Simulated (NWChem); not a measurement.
C3H4F2Si; SMILES [SiH2](F)C(F)=C=C

```xyz
10

C      1.5525    -2.1471     0.0000
C      0.5123    -1.3554     0.0000
C     -0.4807    -0.5026     0.0000
F     -1.7866    -0.9397     0.0000
Si    -0.3597     1.3659     0.0000
F      1.2032     1.7645     0.0000
H      2.0060    -2.4950    -0.9270
H      2.0060    -2.4950     0.9270
H     -1.0087     1.9119     1.2168
H     -1.0087     1.9119    -1.2168
```
Atoms are numbered in this order, from 1.

Level: B3LYP/6-31G* (spherical d) (NWChem), optimised geometry, unscaled harmonic frequencies. 

### Question
List the harmonic frequencies with IR intensities, and the thermochemistry.

### Answer
```json
[
 {"frequency (cm⁻¹)": "49", "IR intensity (km/mol)": "3.3"},
 {"frequency (cm⁻¹)": "90", "IR intensity (km/mol)": "1.7"},
 {"frequency (cm⁻¹)": "223", "IR intensity (km/mol)": "5.7"},
 {"frequency (cm⁻¹)": "226", "IR intensity (km/mol)": "0.3"},
 {"frequency (cm⁻¹)": "297", "IR intensity (km/mol)": "1.0"},
 {"frequency (cm⁻¹)": "378", "IR intensity (km/mol)": "4.4"},
 {"frequency (cm⁻¹)": "506", "IR intensity (km/mol)": "42.8"},
 {"frequency (cm⁻¹)": "648", "IR intensity (km/mol)": "0.5"},
 {"frequency (cm⁻¹)": "652", "IR intensity (km/mol)": "4.3"},
 {"frequency (cm⁻¹)": "682", "IR intensity (km/mol)": "72.1"},
 {"frequency (cm⁻¹)": "728", "IR intensity (km/mol)": "17.5"},
 {"frequency (cm⁻¹)": "875", "IR intensity (km/mol)": "33.2"},
 {"frequency (cm⁻¹)": "916", "IR intensity (km/mol)": "20.7"},
 {"frequency (cm⁻¹)": "943", "IR intensity (km/mol)": "359.0"},
 {"frequency (cm⁻¹)": "996", "IR intensity (km/mol)": "153.9"},
 {"frequency (cm⁻¹)": "1035", "IR intensity (km/mol)": "0.1"},
 {"frequency (cm⁻¹)": "1107", "IR intensity (km/mol)": "148.7"},
 {"frequency (cm⁻¹)": "1264", "IR intensity (km/mol)": "22.2"},
 {"frequency (cm⁻¹)": "1500", "IR intensity (km/mol)": "6.3"},
 {"frequency (cm⁻¹)": "2064", "IR intensity (km/mol)": "8.2"},
 {"frequency (cm⁻¹)": "2280", "IR intensity (km/mol)": "144.6"},
 {"frequency (cm⁻¹)": "2285", "IR intensity (km/mol)": "173.6"},
 {"frequency (cm⁻¹)": "3142", "IR intensity (km/mol)": "4.1"},
 {"frequency (cm⁻¹)": "3213", "IR intensity (km/mol)": "2.1"}
]
```

```json
{
  "zero_point_energy": "37.3 kcal/mol",
  "thermal correction to the enthalpy at 298.15 K (with zero-point energy)": "42.4 kcal/mol",
  "heat capacity Cv": "24.1 cal/(mol K)",
  "entropy at 298.15 K and 1 atm (symmetry number 1)": "85.2 cal/(mol K)",
  "dipole_moment": "0.84 D"
}
```

Rigid rotor and harmonic oscillator; modes under 100 cm⁻¹ make the entropy uncertain.
